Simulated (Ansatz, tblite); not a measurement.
Forces on B8N8 at its r2SCAN-D4/def2-SVP geometry. Charge 0, multiplicity 1.

The xTB rows come from tblite. Single mean-field runs in def2-TZVP are fitted with def2-universal-jkfit.

GFN2-xTB (tblite), largest force 1.04 eV/Å:

```xyz
16
positions Å, forces eV/Å
B     0.967    0.631    2.242    0.503   -0.169    0.763
N     0.084    1.553    2.458   -0.043   -0.213   -0.584
N     1.435   -0.265    1.248   -0.624    0.221   -0.776
B     0.108   -0.847    0.711    0.236   -0.141   -0.041
B    -0.336    1.348    1.088   -0.653    0.554   -0.279
N    -1.042    0.042    0.725    0.615   -0.026   -0.427
N     0.185   -1.856   -0.457    0.001    1.017    0.077
B    -1.188   -2.112   -0.697   -0.090   -0.924   -0.046
B    -1.614   -0.279   -0.656   -0.506    0.741   -0.079
N    -2.333   -1.523   -0.838    0.453    0.418    0.092
B     1.527    0.668    0.048    0.494   -0.369    0.287
N     0.554    1.817   -0.039    0.036   -1.030    0.132
N     1.563    0.216   -1.347   -0.864    0.306    0.348
B     0.437   -0.719   -1.439    0.309   -0.605    0.034
B     0.356    1.107   -1.294   -0.394    0.628   -0.298
N    -0.702    0.219   -1.752    0.525   -0.408    0.798
```

PBE-D4/def2-TZVP (Ansatz), largest force 0.49 eV/Å:

```
B 0.019 -0.018 -0.046
N -0.199 0.319 0.308
N 0.337 -0.305 0.082
B -0.009 0.029 -0.021
B 0.056 -0.092 -0.006
N -0.208 0.052 0.105
N 0.310 -0.339 0.045
B 0.049 0.020 -0.006
B 0.087 -0.053 0.037
N -0.479 -0.038 -0.074
B 0.062 -0.006 0.105
N -0.008 0.369 0.021
N 0.298 -0.035 -0.186
B -0.027 -0.118 -0.015
B -0.059 0.124 -0.072
N -0.227 0.090 -0.277
```

PBE0-D4/def2-TZVP (Ansatz), largest force 0.50 eV/Å:

```
B -0.383 0.279 -0.168
N 0.247 -0.279 -0.118
N -0.003 -0.033 0.002
B -0.073 0.260 -0.189
B 0.174 -0.248 -0.107
N 0.091 -0.014 -0.053
N 0.016 -0.010 0.028
B -0.268 0.425 -0.011
B 0.302 -0.084 0.068
N 0.367 -0.126 0.046
B -0.282 -0.050 -0.057
N 0.055 -0.114 -0.007
N -0.232 0.067 0.107
B -0.093 0.190 0.201
B -0.019 -0.204 0.205
N 0.100 -0.057 0.054
```
